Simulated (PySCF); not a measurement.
Nuclear quadrupole coupling in `CO/C(C)=C(\C)C(=O)Cl`

C₆H₉ClO₂.
Cartesian coordinates in Å at the GFN2-xTB level; atoms count from 1:
```xyz
18
C6H9ClO2 angstrom
C     -2.4378   -0.6737    0.1016
O     -1.0447   -0.8326    0.2409
C     -0.2035    0.1747   -0.0743
C     -0.7865    1.4479   -0.5852
C      1.1291   -0.0744    0.1057
C      1.5776   -1.4149    0.6229
C      2.1224    0.9200   -0.2029
O      2.0026    2.0564   -0.5642
Cl     3.7928    0.3191   -0.0042
H     -2.8725   -1.6013    0.4715
H     -2.7271   -0.5357   -0.9437
H     -2.8154    0.1624    0.6956
H     -1.3895    1.9197    0.1911
H     -1.4314    1.2521   -1.4414
H     -0.0037    2.1364   -0.8794
H      2.1594   -1.9396   -0.1327
H      0.7148   -2.0182    0.8839
H      2.2046   -1.2919    1.5031
```

Field gradients from the PBE0/pcSseg-1 density (PySCF, non-relativistic), principal values in atomic units, ordered |Vxx| ≤ |Vyy| ≤ |Vzz|:

| atom | Vxx | Vyy | Vzz |
| --- | --- | --- | --- |
| O2 | -0.5213 | -1.3522 | 1.8735 |
| O8 | 0.6398 | 0.8227 | -1.4625 |
| Cl9 | -1.1130 | -2.1258 | 3.2388 |

Task: Find the asymmetry η = (Vxx − Vyy)/Vzz and the couplings χ = eQV/h (234.96 MHz × Q in barn × V in au), with Q(17O) = −0.0256 b, Q(35Cl) = −0.0817 b.

Result: 
```csv
atom,environment,nucleus,η,χzz (MHz),χxx (MHz),χyy (MHz)
O2,ether oxygen,17O,0.44,-11.27,3.14,8.13
O8,carbonyl oxygen,17O,0.13,8.80,-3.85,-4.95
Cl9,chlorine bonded to C,35Cl,0.31,-62.17,21.37,40.81
```

The tensor is traceless: Vxx + Vyy + Vzz = 0.

Task: What is Vzz at O8 in SI units (1 au = 9.71736 × 10²¹ V/m²)?

Result: -1.4625 au = -14.212 × 10²¹ V/m².

Task: And the gradient at the other heavy atoms, for which no coupling is worked out here?

Result: 
```csv
atom,environment,Vzz (au),η
C1,methoxy carbon,0.454,0.09
C3,vinylic carbon bearing oxygen,-0.435,0.30
C4,allylic carbon,-0.150,0.71
C5,fully substituted alkene carbon,-0.075,0.12
C6,allylic carbon,0.131,0.48
C7,acyl halide carbon,-0.453,0.40
```

Were the hydrogens deuterons (Q(2H) = 0.00286 b), χzz would run from 197 kHz (H11 and H12) to 211 kHz (H17).

The structure is a single GFN2-xTB conformer in the gas phase; no vibrational or solvent corrections. GFN2-xTB bond lengths can be off by several hundredths of an ångström, more for odd bonds, and the gradients follow them. These gradients aren't converged with respect to the basis.
